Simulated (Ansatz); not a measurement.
Calculated with Ansatz (gas phase, PBE0-D4/def2-TZVP geometries, no zero-point term in ΔE). CCSD(T)/CBS is the MP2 limit (def2-TZVPP, def2-QZVPP) plus CCSD(T) − MP2 in def2-TZVPP, frozen cores. DFT in def2-TZVPP. Each species was taken in one conformer, which may not be the lowest.

`CCB(S)S` + `F[SiH]1BO1` → `CCB(F)S` + `S[SiH]1BO1`  (redistribution)

Q: Is it downhill or uphill in electronic energy at CCSD(T)/CBS, and by how much? (An estimate is asked.)

A: Computed: Uphill: ΔE = +12.1 kJ/mol.

Q: What do these levels give: revPBE-D4, BLYP-D4, ωB97X-V, ωB97M-V, PBE-QIDH, r2SCANh, LC-ωPBE, MP2/def2-SVP, CCSD(T)/def2-SVP, HF/def2-TZVPP, MP2/def2-TZVPP, HF/def2-QZVPP? (An estimate is asked.)

A: Ansatz gave: revPBE-D4 5.7, BLYP-D4 6.6, ωB97X-V 6.2, ωB97M-V 5.6, PBE-QIDH 7.5, r2SCANh 4.6, LC-ωPBE 3.4, MP2/def2-SVP -6.0, CCSD(T)/def2-SVP -9.8, HF/def2-TZVPP 0.9, MP2/def2-TZVPP 15.2, HF/def2-QZVPP 2.5 kJ/mol.

Largest T1 diagnostic among the species: 0.016.

From BLYP to BHLYP (50 % exact exchange), in def2-TZVPP and without D4, ΔE moves by +4.0 kJ/mol. In def2-TZVPP, CCSD(T) changes the Hartree–Fock value by +8.7 kJ/mol (the triples alone add +0.8 kJ/mol) and MP2 by +14.3 kJ/mol. At CCSD(T), def2-SVP lies −21.9 kJ/mol from the extrapolated value and def2-TZVPP −2.5 kJ/mol.
